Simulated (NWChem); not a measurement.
System: CdBr$_{2}$; SMILES [Br][Cd][Br]

```xyz
3

Cd     0.0000     0.0000    -0.0949
Br     2.4064     0.0000    -0.0952
Br    -2.4064     0.0000    -0.0952
```
Atoms are numbered in this order, from 1.

All runs use the structure optimised with PBE0/def2-SVP. No frequency run checked for a minimum. def2 effective core potentials on Cd; no spin-orbit coupling.

Task: List the 4 lowest vertical singlet excitations from PBE0/def2-SVPD with def2 effective core potentials on Cd, TDA (NWChem).

Result: 
```
state  energy (eV)  oscillator strength  leading excitation (squared amplitude)
-----  -----------  -------------------  --------------------------------------
S1            4.70                0.000                      HOMO → LUMO (0.99)
S2            4.70                0.000                    HOMO−1 → LUMO (0.99)
S3            5.08                0.032                    HOMO−2 → LUMO (0.99)
S4            5.08                0.032                    HOMO−3 → LUMO (0.99)
```
